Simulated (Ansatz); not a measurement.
Relaxation of BF2H3O (7 atoms, charge 0, multiplicity 1), to a largest force component of 0.03 eV/Å in at most 50 steps.

These are results of Ansatz, RKS PBE0-D4/def2-SVP, not measurements.

```xyz
7
Properties=species:S:1:pos:R:3:forces:R:3
B -0.032 -0.312 -0.010 0.01 0.27 -0.02
F -0.197 -0.628 1.267 -0.03 -0.19 0.08
F 1.206 -0.245 -0.453 0.00 0.01 0.01
H -0.971 -0.222 -0.751 0.00 0.00 0.01
O -0.031 2.070 1.037 -0.10 -0.81 0.52
H 0.926 2.196 1.062 -0.02 0.02 -0.01
H -0.189 1.436 1.772 0.13 0.69 -0.59
```

Q: Where does it end, and by what steps?

A: It converged. After 9 steps the energy has fallen by 0.281 eV; O5 moved furthest, 0.48 Å. Joined: B1–O5 (2.60 → 1.77 Å).

```
step  energy less start (eV)  largest force component (eV/Å)  accepted
   0                  0.0000                           0.807       yes
   1                 -0.0277                           1.921       yes
   2                 -0.0952                           2.147       yes
   3                 -0.2134                           1.219       yes
   4                 -0.2619                           0.236       yes
   5                 -0.2767                           0.234       yes
   6                 -0.2786                           0.201       yes
   7                 -0.2808                           0.067       yes
   8                 -0.2812                           0.039       yes
   9                 -0.2813                           0.002       yes
```

```xyz
7
Properties=species:S:1:pos:R:3
B -0.026 -0.001 0.160
F -0.232 -0.730 1.289
F 1.257 -0.014 -0.290
H -0.913 0.031 -0.662
O -0.058 1.619 0.863
H 0.852 1.935 0.751
H -0.169 1.456 1.812
```

Whether the end is a true minimum wasn't checked by a vibrational analysis.

The run took 23 s on 1 thread of Arm Neoverse V1 (shared host), peak memory 0.14 GiB.
